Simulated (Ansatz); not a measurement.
Reaction (isomerisation): `CC[Si]N` → `CN1C[SiH2]1`

Gas-phase electronic energies from Ansatz, PBE0-D4/def2-TZVP geometries. CBS: MP2 limit from def2 TZ/QZ plus the TZ coupled-cluster correction, frozen cores. DFT in def2-TZVPP. HSE06 is defined as in plane-wave codes. Each species was taken in one conformer, which may not be the lowest.

`CC[Si]N`:

Z-matrix (Å, degrees):
```
C
C 1 1.521
H 1 1.094 2 111.6
H 1 1.093 2 112.1 3 119.8
H 1 1.094 2 111.6 3 -120.3
Si 2 1.913 1 120.9 3 60.2
H 2 1.100 1 110.6 3 -62.8
H 2 1.100 1 110.6 3 -176.8
N 6 1.708 2 100.1 1 0.0
H 9 1.008 6 121.5 2 -180.0
H 9 1.010 6 126.4 2 -0.0
```

`CN1C[SiH2]1`:

Cartesian coordinates in Å:
```
C -0.439 0.419 -1.386
N 0.435 0.117 -0.288
C 0.258 -1.122 0.496
Si 0.467 0.471 1.383
H -0.205 -0.218 -2.246
H -0.299 1.458 -1.692
H -1.503 0.275 -1.143
H -0.751 -1.546 0.497
H 1.036 -1.874 0.375
H -0.732 1.035 2.052
H 1.731 0.985 1.952
```

**Question.** Is it downhill or uphill in electronic energy at CCSD(T)/CBS, and by how much? (Estimate.)

**Answer.** The calculation gave: Uphill: ΔE = +31.6 kcal/mol.

**Question.** What do these levels give: r2SCAN-D4, B97M-V, PBE0-D4, HSE06-D4, B2PLYP, LC-ωPBE, RPA@PBE/def2-TZVPP, CCSD(T)/def2-SVP, HF/def2-TZVPP, MP2/def2-TZVPP, HF/CBS(def2), MP2/CBS(def2)? (Estimate.)

**Answer.** Ansatz gave: r2SCAN-D4 28.0, B97M-V 30.1, PBE0-D4 29.1, HSE06-D4 29.1, B2PLYP 30.6, LC-ωPBE 26.7, RPA@PBE/def2-TZVPP 30.9, CCSD(T)/def2-SVP 30.7, HF/def2-TZVPP 30.8, MP2/def2-TZVPP 29.4, HF/CBS(def2) 30.6, MP2/CBS(def2) 29.5 kcal/mol.

Largest T1 diagnostic among the species: 0.013.

Leaving LDA and LC-ωPBE aside and taking each functional with its dispersion term where it has one, the values, not all of them listed here, spread over 4.2 kcal/mol, from r2SCAN-D4 to ωB97M-V. LDA lies −0.8 kcal/mol from PBE without D4. At CCSD(T), def2-SVP lies −0.9 kcal/mol from the extrapolated value and def2-TZVPP −0.1 kcal/mol.
